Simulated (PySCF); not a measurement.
TlCl, SMILES [Cl][Tl]. Heavy atoms are numbered as in [Tl:1][Cl:2].

Coordinates come from a B3LYP-D3(BJ)/def2-TZVP optimisation. The def2 effective core potentials stand for the cores of Tl; spin–orbit coupling is left out.

Level of theory: r2SCAN/def2-TZVPD (PySCF).

Mulliken values depend strongly on the basis, most of all with diffuse functions as here. ESP charges are fitted to the potential on shells at 1.4 to 2.0 van der Waals radii. Atomic charges (e), one atom of each kind:

```tsv
atom	ESP fit	Mulliken
Tl1	0.40	0.59
Cl2	-0.40	-0.59
```
